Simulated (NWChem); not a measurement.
# Ionisation of H$_{3}$Ge

SMILES: [GeH3]
```xyz
4

Ge     0.0004     0.0414     0.0000
H     -0.7437    -0.4347     1.2806
H     -0.7437    -0.4347    -1.2806
H      1.4743    -0.4565     0.0000
```
Charge 0, spin multiplicity 2.

Everything below was run with NWChem. Structure: optimised with UPBE/def2-SVP, a minimum by its harmonic frequencies.

Basis set: def2-TZVP. The species with one electron less has spin multiplicity 1 and keeps the geometry of the parent. Δ marks differences of total energies (open shells unrestricted). −ε marks an orbital energy of the parent. That orbital need not have the symmetry of the hole or added electron in the Δ rows. That singlet is a closed-shell solution.

The Hamiltonian is non-relativistic. B3LYP has NWChem's definition, with VWN1-RPA local correlation. The structure started from a generated list of species. The unpaired electrons of the parent sit in orbitals of symmetry a' (Cs labels of the run); other states weren't searched. No SCF solution was tested for a lower state.

One of these methods gave a first vertical ionisation energy of 8.75 eV. Which?
A) −ε(alpha HOMO) of BLYP
B) evGW0@PBE
C) −ε(alpha HOMO) of B3LYP
D) ΔPBE

D, ΔPBE. The others give 8.43 (evGW0@PBE), 5.03 (−ε(alpha HOMO) of BLYP), 6.05 (−ε(alpha HOMO) of B3LYP).
